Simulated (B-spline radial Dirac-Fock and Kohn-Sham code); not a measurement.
**X-ray scattering factor of Cs¹⁹⁺**

System: Cs¹⁹⁺, configuration [Ar] 3d10 4s2 4p6.

Input of the calculation (task.json; shells as n, l, electrons):

```json
{"items": [{
  "Z": 55,
  "q": 19,
  "cfg": [[1, 0, 2], [2, 0, 2], [2, 1, 6], [3, 0, 2], [3, 1, 6], [3, 2, 10], [4, 0, 2], [4, 1, 6]],
  "A": 133,
  "rrms": 4.8041,
  "do": ["scatter"],
  "s": [0.0, 0.05, 0.1, 0.15, 0.2, 0.25, 0.3, 0.35, 0.4, 0.45, 0.5, 0.6, 0.7, 0.8, 0.9, 1.0, 1.1, 1.2, 1.4, 1.6, 1.8, 2.0, 2.5, 3.0, 3.5, 4.0, 5.0, 6.0],
  "pz": [0, 0.1, 0.2, 0.3, 0.4, 0.5, 0.6, 0.8, 1.0, 1.2, 1.4, 1.6, 1.8, 2.0, 2.5, 3.0, 4.0, 5.0, 7.0, 10.0, 15.0, 20.0, 30.0, 40.0, 60.0, 100.0],
  "hv_scatter": [1000, 5000, 8047.8, 10000, 17479.3, 20000, 50000, 100000]
}]}
```

Launch: `python xray_run.py task.json out`

Model: Dirac-Fock densities. Program: a radial B-spline solver. f₀ is the Fourier transform of the spherical electron density, S the Waller-Hartree incoherent function, and s = sin θ/λ. The electron scattering factor follows from the Mott-Bethe formula f_e = 0.023934 Å⁻¹·(Z − f₀)/s².

| s (Å⁻¹) | f₀ | S | f_e (Å) |
| --- | --- | --- | --- |
| 0 | 36.000 | 0.000 | – |
| 0.05 | 35.895 | 0.105 | 182.900 |
| 0.1 | 35.585 | 0.414 | 46.467 |
| 0.15 | 35.080 | 0.906 | 21.189 |
| 0.2 | 34.397 | 1.554 | 12.328 |
| 0.25 | 33.559 | 2.321 | 8.211 |
| 0.3 | 32.591 | 3.173 | 5.959 |
| 0.35 | 31.521 | 4.077 | 4.587 |
| 0.4 | 30.380 | 5.004 | 3.683 |
| 0.45 | 29.194 | 5.934 | 3.050 |
| 0.5 | 27.991 | 6.854 | 2.586 |
| 0.6 | 25.620 | 8.628 | 1.953 |
| 0.7 | 23.406 | 10.295 | 1.543 |
| 0.8 | 21.421 | 11.841 | 1.256 |
| 0.9 | 19.682 | 13.254 | 1.044 |
| 1 | 18.168 | 14.532 | 0.882 |
| 1.1 | 16.836 | 15.681 | 0.755 |
| 1.2 | 15.643 | 16.722 | 0.654 |
| 1.4 | 13.537 | 18.573 | 0.506 |
| 1.6 | 11.686 | 20.226 | 0.405 |
| 1.8 | 10.069 | 21.729 | 0.332 |
| 2 | 8.711 | 23.088 | 0.277 |
| 2.5 | 6.456 | 25.885 | 0.186 |
| 3 | 5.345 | 27.963 | 0.132 |
| 3.5 | 4.687 | 29.520 | 0.098 |
| 4 | 4.128 | 30.717 | 0.076 |
| 5 | 3.073 | 32.378 | 0.050 |
| 6 | 2.254 | 33.386 | 0.035 |

f₀ starts at the number of electrons, 36, and has fallen to half at s ≈ 1.01 Å⁻¹. The sum of ⟨r²⟩ over the electrons is 5.693 bohr². For an ion f_e diverges as s goes to zero, because of the net charge.
